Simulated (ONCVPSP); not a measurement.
u(r) = r·R(r): atom against pseudo-atom (Be (Z = 4))

Columns: radius, all-electron u(r) and pseudo u(r) of the 2s shell (level -13.70 eV) of beryllium in the configuration [He] 2s1; PBE, scalar-relativistic, ONCV scheme, ONCVPSP 4.0.1.

```csv
r (bohr),all-electron,pseudo
0.078,-0.1944,0.0226
0.155,-0.2775,0.0452
0.232,-0.2908,0.0686
0.310,-0.2599,0.0938
0.388,-0.2018,0.1212
0.465,-0.1292,0.1507
0.542,-0.0491,0.1828
0.620,0.0344,0.2175
0.698,0.1167,0.2542
0.775,0.1945,0.2921
0.852,0.2674,0.3318
0.930,0.3352,0.3738
1.008,0.3966,0.4170
1.085,0.4506,0.4599
1.162,0.4982,0.5018
1.240,0.5406,0.5416
1.318,0.5773,0.5774
1.395,0.6081,0.6081
1.472,0.6335,0.6335
1.550,0.6542,0.6541
1.628,0.6699,0.6699
1.705,0.6809,0.6809
1.782,0.6878,0.6878
1.860,0.6909,0.6909
1.938,0.6905,0.6904
2.015,0.6869,0.6869
```

Task: How many radial nodes do the two functions have?

Result: The all-electron 2s function has n − l − 1 = 1; the pseudo-wave has 0, since the states of the same l below it are removed with the core.

Task: At about which radius was the pseudo-wave matched?

Result: 1.45 bohr. The columns agree to 0.0005 from 1.32 bohr on; several derivatives are matched, so the curves merge somewhat inside the radius.

Task: Is the pseudo-wave norm-conserving?

Result: Yes: the ONCV scheme keeps the norm inside the radius equal to the all-electron one, which fixes the energy derivative of the logarithmic derivative at the level.
